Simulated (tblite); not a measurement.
Species: C4H4ClN3.
Atom-mapped SMILES: `[CH3:1][c:2]1[cH:3][n:4][n:5][n:6][c:7]1[Cl:8]` (hydrogens: H9, H10, H11 on C1; H12 on C3)

Computed geometry: GFN2-xTB, gas phase.

Q: What internal coordinates does the optimisation give?

A: 
| bond | length (Å) | order |
| --- | --- | --- |
| C1–C2 | 1.484 | single |
| C2–C3 | 1.392 | aromatic |
| C3–N4 | 1.326 | aromatic |
| N4–N5 | 1.284 | aromatic |
| N5–N6 | 1.292 | aromatic |
| N6–C7 | 1.320 | aromatic |
| C7–Cl8 | 1.715 | single |
| C2–C7 | 1.402 | aromatic |
| C1–H9, C1–H10, C1–H11 | 1.088 | single |
| C3–H12 | 1.082 | single |

Bonds in one row agree within 0.01 Å and their mean is given. Orders are formal, as drawn. A selection of angles:
| angle | degrees |
| --- | --- |
| C2–C1–H9 | 109.8 |
| C2–C1–H10 | 110.8 |
| H9–C1–H10 | 109.5 |
| H9–C1–H11 | 107.3 |
| C1–C2–C3 | 124.2 |
| C1–C2–C7 | 123.2 |
| C3–C2–C7 | 112.6 |
| C2–C3–N4 | 122.2 |
| C2–C3–H12 | 121.6 |
| N4–C3–H12 | 116.2 |
| C3–N4–N5 | 120.5 |
| N4–N5–N6 | 122.2 |
| N5–N6–C7 | 120.3 |
| N6–C7–Cl8 | 116.9 |
| C2–C7–N6 | 122.3 |
| C2–C7–Cl8 | 120.9 |

The 8 heavy atoms lie in one plane (0.000 Å rms). The 6-membered ring C2–C3–N4–N5–N6–C7 has internal angles of 112.6° to 122.3°; it is planar, 0.00 Å rms from its mean plane, widest ring torsion 0°. Of the pairs four or more bonds apart, Cl8···H9 is among the closest relative to their van der Waals radii: 3.01 Å, 102 % of the sum of Bondi's values. N6 (pyridine-type nitrogen) is bent (angle 120.3°). The C–C distances run from 1.392 Å (C2–C3, aromatic) to 1.484 Å (C1–C2, drawn single), a spread of 0.092 Å.

Point group: Cs (tolerance 0.08 Å). Its GFN2-xTB frequencies are all real (lowest 92 cm⁻¹).
